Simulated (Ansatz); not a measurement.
The cluster Tl3H4. The state is a doublet with charge 0. Geometry PBE-D4/def2-SVP, basis def2-TZVP, Ansatz.

```xyz
7

Tl   -0.028    1.489   -0.842
Tl    0.759   -2.226   -0.986
Tl   -1.213   -0.468    2.189
H    -1.215    1.064    0.635
H    -0.120   -1.736    0.883
H     1.558    2.103   -0.174
H     0.259   -0.226   -1.705
```

| run | HOMO (eV) | LUMO (eV) |
| --- | --- | --- |
| A | -4.27 | -3.13 |
| B | -6.48 | -0.92 |
| C | -4.74 | -2.64 |
| D | -6.84 | -0.66 |

In the def2 sets Tl takes a core potential; there is no spin–orbit coupling. LC-ωPBE has ω = 0.4 bohr⁻¹. Another isomer (doublet) lies 0.06 eV lower at PBE0-D4/def2-TZVP; other spin states weren't run for this one.

HOMO and LUMO are taken over both spins.

The runs used LC-ωPBE, PBE0, r2SCAN, ωB97X-V. Estimate which is which.

A r2SCAN (0 % exact exchange); B ωB97X-V (range-separated); C PBE0 (25 % exact exchange); D LC-ωPBE (range-separated). Exact exchange lowers occupied and raises empty levels; among semilocal functionals meta-GGAs tend to open the gap a little, and such runs are hard to tell apart. The gap grows from 1.14 eV (r2SCAN) to 6.17 eV (LC-ωPBE).
